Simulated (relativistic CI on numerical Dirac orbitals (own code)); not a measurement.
The 20-electron sequence from Ca I to Sr XIX

These numbers are calculated, not measured: Dirac-Coulomb-Breit CI, orbitals from a KLI potential per configuration, model QED, unscaled Slater integrals (own radial code, finite nucleus).

CI space (outside the closed core [Ne]): 3s²3p⁶3d², 3s²3p⁶4s², 3s²3p⁶3d4s, 3s²3p⁵3d³, 3s3p⁶3d³, 3s²3p⁶3d4p, 3p⁶3d⁴, 3p⁵3d⁵. Double excitations out of closed p, d and f shells are left out; levels of such configurations are missing from the list, as are those of other unlisted configurations, and high levels can miss mixing partners.

Energies above each ion's lowest level, in cm⁻¹. Levels are followed by their leading LS label, which can pass from one level to another where the coupling changes.

| Ion | 3s²3p⁶3d² ³F2 | 3s²3p⁶3d² ³F3 | 3s²3p⁶3d² ³F4 | 3s²3p⁶3d² ³P0 | 3s²3p⁶3d² ³P1 |
| --- | --- | --- | --- | --- | --- |
| Ca I | 45128.7 | 45126.7 | 45124.5 | 48945.7 | 48942.3 |
| Sc II | 6664.3 | 6722.2 | 6797.1 | 15592.6 | 15610.2 |
| Ti III | 0.0 | 161.9 | 369.1 | 12272.3 | 12326.5 |
| V IV | 0.0 | 300.9 | 683.2 | 14981.1 | 15084.7 |
| Cr V | 0.0 | 483.0 | 1090.9 | 17473.7 | 17643.0 |
| Mn VI | 0.0 | 717.5 | 1611.3 | 19879.9 | 20135.6 |
| Fe VII | 0.0 | 1015.0 | 2264.8 | 22255.1 | 22623.0 |
| Co VIII | 0.0 | 1386.8 | 3072.9 | 24629.5 | 25141.1 |
| Ni IX | 0.0 | 1845.5 | 4058.5 | 27022.6 | 27716.4 |
| Cu X | 0.0 | 2404.9 | 5245.8 | 29448.9 | 30371.5 |
| Zn XI | 0.0 | 3080.2 | 6660.7 | 31920.0 | 33127.3 |
| Ga XII | 0.0 | 3887.8 | 8330.0 | 34445.5 | 36004.6 |
| Ge XIII | 0.0 | 4845.8 | 10282.3 | 37034.1 | 39024.4 |
| As XIV | 0.0 | 5973.3 | 12546.9 | 39693.0 | 42208.6 |
| Se XV | 0.0 | 7291.1 | 15154.2 | 42428.5 | 45580.0 |
| Br XVI | 0.0 | 8821.4 | 18134.9 | 45245.8 | 49162.3 |
| Kr XVII | 0.0 | 10587.5 | 21520.3 | 48148.8 | 52980.4 |
| Rb XVIII | 0.0 | 12614.2 | 25341.1 | 51140.4 | 57060.1 |
| Sr XIX | 0.0 | 14927.3 | 29627.8 | 54222.1 | 61428.5 |

In the calculation the lowest level changes from 3s²3p⁶4s² ¹S0 to 3s²3p⁶3d4s ³D1 at Sc II; from 3s²3p⁶3d4s ³D1 to 3s²3p⁶3d² ³F2 at Ti III.

Between Z = 35 and 38 the energy of 3s²3p⁶3d² ³F3 follows a local power law Z^6.4. For orientation: electrostatic splittings inside a shell grow about linearly with the screened charge, excitations that change n as its square, and fine structure as its fourth power; written in Z itself the exponents are larger, since the screened charge grows faster in proportion.

The members near neutrality are the least accurate: they can be off by several eV, miss lower levels of configurations outside the list, or start from a wrong lowest level.
